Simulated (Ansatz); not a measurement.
## Ansatz (development build ahead of 0.2.0) run

```yaml
crystal:
  periodic: [false, false, false]
  atoms:
    - { symbol: Na, position_ang: [-1.21134, -1.21134, -1.21134] }
    - { symbol: Cl, position_ang: [-1.40362, -1.40362, 1.40362] }
    - { symbol: Cl, position_ang: [-1.40362, 1.40362, -1.40362] }
    - { symbol: Na, position_ang: [-1.21134, 1.21134, 1.21134] }
    - { symbol: Cl, position_ang: [1.40362, -1.40362, -1.40362] }
    - { symbol: Na, position_ang: [1.21134, -1.21134, 1.21134] }
    - { symbol: Na, position_ang: [1.21134, 1.21134, -1.21134] }
    - { symbol: Cl, position_ang: [1.40362, 1.40362, 1.40362] }
basis:
  gaussian: { orbitals: def2-SVP }
hamiltonian:
  xc: hf
correlation:
  method: mp2
  frozen_orbitals: { Cl: 5, Na: 1 }
```

The input is written out in the form of the current development build from the run's settings.

Output:

```yaml
Converged: yes
Reference_energy: -2485.14770 hartree
Correlation_energy: -0.57477 hartree
Total_energy: -2485.72248 hartree
Spin_squared_of_the_determinant: 0.000
```
